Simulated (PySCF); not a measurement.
**2 MgF₂ → Mg₂F₄**

Level: PBE0 in the def2-TZVP basis family, all electrons, no relativity, computed in PySCF with density fitting; open shells unrestricted.

```csv
species,state and structure,ZPE (kJ/mol),H(298 K) − H(0) (kJ/mol),S° (J/(mol K))
MgF₂,"singlet, D∞h, Mg–F 1.746 Å (×2)",10.5,12.6,247.7
Mg₂F₄,"singlet, D2h, Mg–F 1.748 Å (×2), Mg–F 1.898 Å (×4); F–Mg–F 81.9° (×2), F–Mg–F 139.1° (×4), Mg–F–Mg 98.1° (×2)",26.2,23.1,361.8
```

Problem. Is the gas-phase reaction uphill or downhill in electronic energy at this level, and by how much?

Solution. At PBE0/def2-TZVP, ΔE = -246.2 kJ/mol, downhill.

Problem. Add zero-point, thermal and entropy terms for 298.15 K and 1 bar.

Solution. ΔZPE = 5.2 and Δ[H(298) − H(0)] = -2.1 kJ/mol give ΔH° = -243.1 kJ/mol. ΔS° = -133.6 J/(mol K), so ΔG° = -243.1 − 298.15 × (-0.1336) = -203 kJ/mol. ΔG° would change sign near 1820 K if ΔH° and ΔS° stayed fixed.

The structures come from searches over a few start shapes, so lower isomers are not excluded.
